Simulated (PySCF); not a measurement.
**Polarisability and C₆ of Xe⁺ (xenon, charge +1)**

[Kr] 4d10 5s2 5p5, 2P determinant. Computed with PySCF 2.14 in ANO-RCC-VTZP, with scalar relativity by spin-free X2C-1e. Coupled (time-dependent) response in atomic units; α is the mean over directions. The basis has no added diffuse functions, which lowers α and C₆.

| method | mean α (bohr³) | α xx, yy, zz | C₆ (like pair) | S(−4) |
| --- | --- | --- | --- | --- |
| CAM-B3LYP | 13.61 | 13.38, 13.72, 13.72 | 119.3 | 21.34 |

S(−4) is the Cauchy moment in α(ω) = α(0) + S(−4) ω² + …

Spin-orbit coupling is absent.

α(iu) at CAM-B3LYP:

```tsv
u (hartree)	α(iu) (bohr³)
0	13.61
0.0500	13.55
0.100	13.40
0.200	12.81
0.300	11.95
0.500	9.875
0.750	7.472
1.00	5.668
1.50	3.516
2.00	2.413
3.00	1.380
5.00	0.6488
```

A single London oscillator, α(iu) = α/(1 + u²/ω²), gives C₆ = (3/4) ω α². Matching the computed C₆ needs ω = 4 × 119.3 / (3 × 13.61²) = 0.859 hartree.

For an ion, C₆ is the dispersion term alone; charge-induced terms of lower order in 1/R come first.

The components differ because the open shell of this determinant is not spherical; for a pure term their mean is the scalar polarisability.
